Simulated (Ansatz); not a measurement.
One geometry of AsH7SSi2, SMILES `[SiH3][SiH](S)[AsH2]`, several functionals.

```yaml
crystal:
  periodic: [false, false, false]
  atoms:
    - {symbol: Si, position_ang: [-1.109005, 1.347978, -0.277357]}
    - {symbol: Si, position_ang: [-0.053174, -0.555203, 0.568014]}
    - {symbol: S, position_ang: [1.093025, 0.089841, 2.262335]}
    - {symbol: As, position_ang: [1.385828, -1.588290, -1.003654]}
    - {symbol: H, position_ang: [-1.935410, 0.944414, -1.446490]}
    - {symbol: H, position_ang: [-1.983394, 1.997394, 0.735776]}
    - {symbol: H, position_ang: [-0.074441, 2.317102, -0.725554]}
    - {symbol: H, position_ang: [-1.055751, -1.581813, 0.970342]}
    - {symbol: H, position_ang: [1.632622, -1.115594, 2.514695]}
    - {symbol: H, position_ang: [1.882194, -0.247131, -1.524430]}
    - {symbol: H, position_ang: [0.282805, -1.665698, -2.053078]}
basis:
  gaussian: {orbitals: def2-TZVPP}
hamiltonian: {xc: {name: B3LYP}, dispersion: d4}
output: {forces: true, orbitals: {seedname: orbitals}}
```

```sh
$ ansatz run in.yaml --threads 4 --pin off --events-out ev --progress --plain --max-ram 10444MiB
```

Output, abridged:

```
Functional definition: B3LYP
1707 factors; their error is unknown
mean field evaluation 1: about -87549.3563 eV, gradient 2.1e1 eV
mean field evaluation 2: about -87549.9364 eV, gradient 1.7e1 eV
mean field evaluation 4: about -87550.5470 eV, gradient 1.3e0 eV
mean field evaluation 8: about -87550.7738 eV, gradient 3.7e-1 eV
mean field evaluation 16: about -87550.7739 eV, gradient 3.6e-5 eV
mean field -87550.77390074 eV, -3217.4315968063 hartree, gradient 3.6e-5 eV, S^2 0.000000; 0 other end points of the search recorded, 0 dependent functions left out
reference -87550.77421254 eV, -3217.4316082645 hartree; 42, 42 occupied and 230, 230 virtual orbitals, 1707 factors
Total energy: -87551.32699220 eV, -3217.4519225426 hartree
Atom 0 at    -1.109005     1.347978    -0.277357 Å, force    -0.067266     0.101595    -0.052917 eV/Å
Atom 1 at    -0.053174    -0.555203     0.568014 Å, force    -0.240235    -0.065391     0.004302 eV/Å
Atom 2 at     1.093025     0.089841     2.262335 Å, force     0.103698     0.019881     0.149833 eV/Å
Atom 3 at     1.385828    -1.588290    -1.003654 Å, force     0.103345    -0.090490    -0.076876 eV/Å
Atom 4 at    -1.935410     0.944414    -1.446490 Å, force     0.047553     0.034888     0.069396 eV/Å
Atom 5 at    -1.983394     1.997394     0.735776 Å, force     0.050324    -0.030449    -0.065206 eV/Å
Atom 6 at    -0.074441     2.317102    -0.725554 Å, force    -0.070395    -0.055533     0.027762 eV/Å
Atom 7 at    -1.055751    -1.581813     0.970342 Å, force     0.055687     0.057562    -0.022707 eV/Å
Atom 8 at     1.632622    -1.115594     2.514695 Å, force     0.013703     0.019859     0.025965 eV/Å
Atom 9 at     1.882194    -0.247131    -1.524430 Å, force     0.020928     0.020299    -0.020991 eV/Å
Atom 10 at     0.282805    -1.665698    -2.053078 Å, force    -0.017343    -0.012220    -0.038561 eV/Å
Dipole moment:    -0.049358    -0.121074    -0.099729 e Å
```

It took 6 s on 4 threads of an Intel Xeon on a shared host, with 1 GiB of host memory at the peak.

With the line `hamiltonian: {xc: pbe0, dispersion: d4}` and no forces (abridged; 3.8 s):

```
Functional definition: PBE0
mean field evaluation 16: about -87529.9840 eV, gradient 8.5e-5 eV
mean field -87529.98399438 eV, -3216.6675818392 hartree, gradient 8.5e-5 eV, S^2 0.000000
Total energy: -87530.27778472 eV, -3216.6783784351 hartree
```

B3LYP takes the VWN-RPA correlation (the form of Gaussian; ORCA's B3LYP/G).
